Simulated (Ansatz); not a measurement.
`[NH2][Zr]([OH])([OH])[F]`. Charge 0, multiplicity 1. Zr: def2 effective core potential.

```xyz
9

N    -0.3471    1.6098    0.3327
Zr    0.2503   -0.3306    0.2072
O     1.2998   -0.5060   -1.3924
O    -1.3272   -1.4220    0.3144
F     1.3778   -0.7597    1.7091
H     0.1388    2.4018   -0.0643
H    -1.1875    1.9372    0.7882
H     1.7692   -0.8117   -2.1622
H    -1.9740   -2.1189    0.2673
```

Problem. List the harmonic frequencies (cm⁻¹, unscaled) at PBE0-D4/def2-TZVP in Ansatz. (Estimate.)

Solution. Ansatz gave: 92, 152, 157, 160, 169, 176, 210, 246, 272, 312, 429, 500, 633, 647, 714, 718, 1540, 3566, 3659, 4008, 4011.

Problem. Is this a minimum?

Solution. Yes, all 21 modes are real.

Problem. Give the ideal-gas thermochemistry at 298.15 K and 1 bar (rigid rotor, harmonic oscillator; point group Cs, symmetry number 1).

Solution. Zero-point energy 133.8 kJ/mol; H(298) − E = 161.5 kJ/mol; entropy 393.9 J/(mol·K), of which translation 172.2, rotation 113.6, vibration 108.1; G(298) − E = 44.0 kJ/mol. Modes under 100 cm⁻¹ are hindered rotations or soft bends, so the harmonic entropy is rough.

Problem. Rotational constants (cm⁻¹)?

Solution. 0.09336, 0.09218, 0.0875.
